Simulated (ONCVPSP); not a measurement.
# As (Z = 33): excitation energies, all-electron against ONCV

- Element: arsenic
- Generator: ONCVPSP 4.0.1
- Type: optimised norm-conserving Vanderbilt (ONCV)
- Functional: LDA (Perdew-Wang 92)
- Relativity: scalar-relativistic
- Frozen core: [Ar]
- Valence charge: 15
- Reference configuration: 3d10 4s2 4p3
- Partial waves: 4s: rc 1.75 bohr, ncon 5, nbas 9, qcut 2.9 1/bohr, 2 projectors, debl 2.7 Ha; 4p: rc 1.40 bohr, ncon 4, nbas 9, qcut 5.4 1/bohr, 2 projectors, debl 3 Ha; 3d: rc 0.75 bohr, ncon 5, nbas 9, qcut 22.8 1/bohr, 2 projectors, debl 3.4 Ha
- Local potential: polynomial inside 0.55 bohr (lpopt 5, dvloc0 -1 Ha)
- Core correction: polynomial model core, fcfact 0.45

Energies are relative to the spin-unpolarised reference configuration 3d10 4s2 4p3; without spin polarisation the order of configurations can differ from experiment.

```tsv
valence configuration	charge	ΔE all-electron (eV)	error AE − PS (meV)
3d10 4s2 4p0	+3	55.512	-18
3d10 4s2 4p2.5	+0.5	3.634	-1.2
```

Question: What are ΔE and the potential's error for 3d10 4s2 4p2?

Answer: ΔE = 9.320 eV all-electron; the error (AE − PS) is -4.1 meV.

Question: What are ΔE and the potential's error for 3d10 4s2 4p1?

Answer: ΔE = 27.477 eV all-electron; the error (AE − PS) is -13 meV.

Levels in the configuration 3d10 4s2 4p1:

```
level  all-electron (eV)  pseudo (eV)
   3d            -62.255      -62.073
   4s            -33.775      -33.786
   4p            -22.953      -22.958
```

Note: ghosts flagged at negative energy: s at -380.3 eV, p at -9.9 eV; no localised positive-energy state flagged. A true bound ghost makes a file unfit for plane-wave use.
